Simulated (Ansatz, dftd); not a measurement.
Reaction: SiN2H6 (SMILES N[SiH2]N) → SiN2H5 (SMILES N[SiH]N, doublet) + H (doublet) (the H-Si bond breaks)
Each species at its own B3LYP-D3(BJ)/def2-TZVP minimum (Ansatz, a first-principles code), one conformer.

Quantity: bond dissociation energy (electronic), in kcal/mol. UHF or UKS for unpaired electrons; spin-orbit terms are left out. Correlated methods leave the cores frozen. Rows without X2C or -DK are non-relativistic. CBS(X,Y): correlation extrapolated as X^-3, Hartree-Fock from the larger set. A bracket is a step between two methods taken in the basis named. The functionals are non-relativistic, so their misses hold any scalar relativity. Double hybrids freeze cores in their MP2 part. '+ core + X2C': CCSD(T) terms for core correlation (cc-pwCVTZ, 1s frozen past Ne) and scalar relativity (cc-pVTZ-DK). Where a partner has so few electrons that a lower coupled-cluster level is exact, that level stands in.

```csv
level,program,bond dissociation energy (kcal/mol),difference against the last row
PBE-D3(BJ)/def2-TZVPD,Ansatz + dftd3,90.7,-8.2
PBE-D4/def2-TZVPD,Ansatz + dftd4,90.7,-8.2
CAM-B3LYP/def2-TZVPD,Ansatz,96.7,-2.2
B2PLYP-D3(BJ)/def2-TZVPD,Ansatz + dftd3,95.7,-3.2
"CCSD/CBS(cc-pV(T+d)Z,cc-pV(Q+d)Z)",Ansatz,99.1,0.2
CCSD(T)/cc-pV(T+d)Z,Ansatz,97.6,-1.3
"CCSD(T)/CBS(cc-pV(T+d)Z,cc-pV(Q+d)Z)",Ansatz,99.0,0.1
CCSDT(Q)/cc-pV(D+d)Z,Ansatz,95.0,-3.9
"CCSD(T)/CBS(cc-pV(T+d)Z,cc-pV(Q+d)Z) + [CCSDT(Q) - CCSD(T)]/cc-pV(D+d)Z + core + X2C",Ansatz,98.9,0.0
```
